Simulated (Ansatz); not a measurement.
Program: Ansatz. Geometries: PBE0-D4/def2-TZVP. ΔE: electronic, gas phase. CCSD(T)/CBS is the MP2 limit (def2-TZVPP, def2-QZVPP) plus CCSD(T) − MP2 in def2-TZVPP, frozen cores. Functionals use def2-TZVPP. def2 core potentials past Kr. For Se, Sn outer-core shells are correlated without core-valence functions, which leaves a few kJ/mol of doubt a bond. Scalar relativity is left out up to krypton. One conformer a species, not always the lowest.

Reaction (ligand exchange at the Se–Sn bond): `[Cl][SnH]([Cl])[SeH]` + `OPO` → `OP(O)[SeH]` + `[Cl][SnH2][Cl]`

`[Cl][SnH]([Cl])[SeH]`:

Cartesian coordinates in Å:
```
Cl 1.973 -0.063 -1.307
Sn 0.362 0.096 0.353
Cl 0.613 2.164 1.357
Se -1.924 0.135 -0.664
H 0.690 -1.124 1.488
H -1.713 -1.208 -1.227
```

`OPO`:

```xyz
6

O     0.849    0.893   -0.253
P    -0.695    0.375   -0.007
O    -0.518   -1.025    0.811
H     1.086    1.566    0.391
H    -0.796   -0.153   -1.330
H     0.074   -1.657    0.388
```

`OP(O)[SeH]`:

```xyz
7

O    -1.183   -0.515   -0.737
P    -0.498   -0.140    0.692
O    -0.350    1.431    0.298
Se    1.641   -0.959    0.413
H    -1.244   -1.469   -0.850
H    -0.170    1.960    1.081
H     1.804   -0.308   -0.897
```

`[Cl][SnH2][Cl]`:

Z-matrix (Å, degrees):
```
Sn
Cl 1 2.316
Cl 1 2.316 2 106.5
H 1 1.695 2 107.8 3 -115.4
H 1 1.695 2 107.8 3 115.4
```

```
             level  ΔE (kJ/mol)
         revPBE-D4         37.4
          PBE-QIDH         51.8
     CCSD/def2-SVP         63.9
SCS-MP2/def2-QZVPP         58.6
```

(1) What does CCSD(T)/CBS give? (An estimate is asked.)

Largest T1 diagnostic among the species: 0.013.

Results:

(1) Ansatz gave: +56.3 kJ/mol. The listed levels differ from it by -18.9, -4.5, 7.6, 2.3 kJ/mol.

From PBE to PBE0 (25 % exact exchange), in def2-TZVPP and without D4, ΔE moves by +6.0 kJ/mol. Leaving LDA and LC-ωPBE aside and taking each functional with its dispersion term where it has one, the values, not all of them listed here, spread over 19.1 kJ/mol, from B97M-V to BHLYP-D4. LDA lies −7.8 kJ/mol from PBE without D4.
